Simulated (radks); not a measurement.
Q: The mean radii <r> (bohr) of the occupied orbitals of an atom or ion are listed with their occupations. Calculated with a radial shooting solver on a logarithmic mesh with Libxc functionals: Dirac Kohn-Sham, PBE, spin-unpolarised, spherical densities, point nucleus.

orbital  occ.     <r>
1s1/2       2  0.1305
2s1/2       2  0.6488
2p1/2       2  0.6050
2p3/2       2  0.6066

Name the element and its charge. Open shells, if any, fill j = l - 1/2 first.

A: Z = 12, magnesium, charge +4: Mg4+ in [He] 2s2 2p4. The 1s radius gives Z: for a bare nucleus <r> = (2 gamma + 1)/(2Z) with gamma = sqrt(1 - (Z/c)^2), 0.1247 bohr for Z = 12, and screening makes it slightly larger (0.1305 here). The occupations add up to 8, and the charge is Z minus that.
